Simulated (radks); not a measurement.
Results of a calculation; reference values are marked as such.
Question: Ba III, 54 electrons, occupied as [Xe]. Code: a radial shooting solver on a logarithmic mesh with Libxc functionals. Model: scalar-relativistic Kohn-Sham, r2SCAN, spin-polarised, spherical densities, finite nucleus; meta-GGA in the generalised Kohn-Sham scheme; Fermi nuclear charge, rms radius 4.8378 fm. Some entries of the table are withheld. Estimate them.

orbital,occ.,eigenvalue (Ry),<r^2> (bohr^2),<r> (bohr)
1s,2,-2743.913,0.0008888,0.02558
2s,2,(1),0.01420,0.1097
2p,6,(2),0.01130,0.09620
3s,2,-93.24461,0.09703,0.2914
3p,6,-78.68122,0.09721,0.2895
3d,10,-57.55393,0.08387,0.2666
4s,2,-19.23133,0.5128,0.6744
4p,6,-14.50647,0.5821,0.7157
4d,10,-7.62286,0.7446,0.8005
5s,2,-3.44413,3.030,1.643
5p,6,-2.30686,4.040,1.892
4f,0,-0.70006,2.901,1.449

Answer: 
(1) 2s eigenvalue (Ry): -435.8327
(2) 2p eigenvalue (Ry): -390.6790
